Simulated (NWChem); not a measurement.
Species: GeSiH$_{6}$O$_{2}$; SMILES [SiH](O)(O)[GeH3]

```xyz
10

Si     0.1348     0.9372    -0.2933
O     -1.3762     1.5339     0.1465
O      1.3843     1.4527     0.7095
Ge     0.0001    -1.4133     0.0226
H      0.4375     1.3639    -1.7137
H     -1.5842     2.4347    -0.1575
H      1.7499     2.3338     0.5168
H     -0.3113    -1.7467     1.5047
H     -1.1206    -2.0255    -0.8599
H      1.3392    -2.0989    -0.3596
```
Atoms are numbered in this order, from 1.

All runs: NWChem. Pople sets run with spherical d functions. Geometry: optimised at PBE-D3(BJ)/def2-SVP. Vzz is the largest principal value of the second derivative of the potential at the nucleus (NWChem prints the opposite sign); η is the asymmetry. Non-relativistic.

| level | Vzz O3 (a.u.) | η O3 | Vzz Ge4 (a.u.) | η Ge4 |
|---|---|---|---|---|
| Hartree-Fock/6-31G* | 1.467 | 0.59 | -0.353 | 0.21 |
| Hartree-Fock/def2-TZVP | 1.484 | 0.57 | -0.300 | 0.24 |
| CAM-B3LYP/6-31G* | 1.392 | 0.56 | -0.215 | 0.30 |
